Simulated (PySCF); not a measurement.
Xe⁺ (xenon, charge +1) across methods

[Kr] 4d10 5s2 5p5, 2P determinant. All numbers are calculated (PySCF 2.14, a scalar-relativistic core potential, in aug-cc-pV5Z-PP with ECP28MDF (8s8p6d4f3g2h, 139 functions)).

```csv
method,E (hartree),mean ε 5s β (eV),mean ε 5p α (eV),mean ε 5p β (eV),Σ⟨r²⟩ (bohr²),⟨S²⟩
BLYP,-328.8585,-28.610,-17.119,-16.421,48.95,0.752
PBE0,-328.9237,-30.572,-18.761,-17.917,48.70,0.754
revPBE,-328.9517,-28.611,-17.325,-16.544,48.74,0.753
UHF,-327.87858,-34.979,-21.996,-20.873,49.14,0.760
PBE,-328.8914,-28.696,-17.352,-16.582,48.78,0.753
LDA,-328.4561,-29.059,-17.464,-16.740,48.76,0.751
M06-L,-329.0921,-28.707,-17.336,-16.539,48.74,0.754
```

(1) Estimate the same row for r2SCAN.

Energies and moments cover only the electrons outside the core potential.

Answers

(1) E (hartree) = -329.0331; mean ε 5s β (eV) = -29.157; mean ε 5p α (eV) = -17.808; mean ε 5p β (eV) = -16.935; Σ⟨r²⟩ (bohr²) = 48.61; ⟨S²⟩ = 0.755.
